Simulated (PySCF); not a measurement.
**Electron correlation in C⁺ (carbon, charge +1)**

[He] 2s2 2p1, 2P determinant. Calculation: PySCF 2.14, in def2-TZVPPD (6s3p3d1f, 37 functions); no relativity, point nucleus. Frozen: 1s2; 3 electrons correlated.

```csv
level,correlation energy (mhartree)
CCSD,-73.95
(T),-1.14
CCSD(T),-75.09
CCSDT,-75.41
```

Diagnostics: T1 = 0.0094, D1 = 0.0180, largest double amplitude 0.132.

Problem. Is a single reference adequate?

Solution. Mostly. T1 lies below 0.03, but a double amplitude of this size points to a near-degeneracy that CCSD handles and MP2 describes poorly.
